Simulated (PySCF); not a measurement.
# What settings do to a single point of [TaH6]−

The sound run of [TaH6]− (singlet) uses PySCF 2.14.0, RKS PBE0, Ta def2-SVP with ECP60, H def2-SVP; non-relativistic Hamiltonian with scalar-relativistic core potentials where named; density fitting; no spin-orbit coupling, grid (50, 194), threshold 1e-8 Eh and 55 cycles, at the relaxed geometry:

```xyz
7

Ta    0.0000    0.0000    0.1071
H     1.6810    0.0000    0.8402
H    -0.8405    1.4558    0.8402
H    -0.8405   -1.4558    0.8402
H     1.1530    0.0000   -1.2451
H    -0.5765    0.9986   -1.2451
H    -0.5765   -0.9986   -1.2451
```

There Ta1 has a Mulliken charge of 0.36 e and the dipole about the centre of mass is 2.09 D. Each run below changes one thing and starts from free metal ions and neutral atoms unless it says otherwise; with 55 cycles, smearing, a level shift and second-order steps follow where DIIS fails, and their cycles count. Energy shifts count from the sound run.

```tsv
change	outcome	cycles	energy shift (eV)	largest force component (eV/Å)	charge on Ta1 (e)	dipole about the centre of mass (D)
start from a density of up to 30 smeared cycles (not counted)	converged	7	0.0000	0.01	0.36	2.09
```

(1) One further run converged with energy shift (eV) 30.37, largest force component (eV/Å) 8.36, charge on Ta1 (e) -1.55, dipole about the centre of mass (D) 1.62. Which change was it?
A. spin (2S) set to 12, limit 56 cycles
B. grid (15, 26)
C. threshold 0.001

(2) And the other changes listed?

Unsound on purpose, so not properties of the compound: grid (15, 26); spin (2S) set to 12, limit 56 cycles.

Forces carry noise of the integration grid, about 0.01 to 0.03 eV/Å.

Answers

(1) A.

(2) 
```
         change    outcome  cycles  energy shift (eV)  largest force component (eV/Å)  charge on Ta1 (e)  dipole about the centre of mass (D)
threshold 0.001  converged       4             0.0012                            0.05               0.37                                 2.22
  grid (15, 26)  converged       8              -1.10                            0.39               0.38                                 2.15
```
